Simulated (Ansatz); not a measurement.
## Redistribution: C3H3F3 + C2H4ClI → C2F3I + C3H7Cl

Gas-phase species: C3H3F3 `CC(F)=C(F)F`, singlet; C2H4ClI `CC(Cl)I`, singlet; C2F3I (trifluoroiodoethylene) `FC(F)=C(F)I`, singlet; C3H7Cl (2-chloropropane) `CC(C)Cl`, singlet. The partners trade CH3 for I; both sit on C, so the bond types are kept.

Shapes, held fixed at every level: PBE0-D4/def2-TZVP. Programs: Ansatz 0.2.0. The zero-point and thermal change to 298 K, harmonic and unscaled (PBE0-D4/def2-TZVP), is +0.4 kJ/mol.

| level | kind | ΔH(298 K) (kJ/mol) | less CCSD(T)/def2-TZVPP |
| --- | --- | --- | --- |
| HF/def2-SVP | Hartree–Fock | +29.4 | +7.0 |
| B3LYP-D4/def2-TZVPP | global hybrid | +23.2 | +0.8 |
| r2SCAN0-D4/def2-TZVPP | global hybrid | +23.1 | +0.7 |
| MP2/def2-SVP | perturbation theory | +23.5 | +1.1 |
| CCSD/def2-SVP | coupled cluster or CI | +23.0 | +0.6 |
| CCSD/def2-TZVPP | coupled cluster or CI | +22.8 | +0.4 |
| CCSD(T)/def2-TZVPP | coupled cluster or CI | +22.4 | 0.0 |

The highest level, CCSD(T)/def2-TZVPP, gives ΔH(298 K) = +22.4 kJ/mol; the levels span +22.4 to +29.4. The column of differences is taken from that level and isn't an error. No measured value is set beside it here. For atoms past krypton def2 sets carry core potentials with scalar relativity. Outer-core shells of I are correlated, in sets that cover them unevenly.
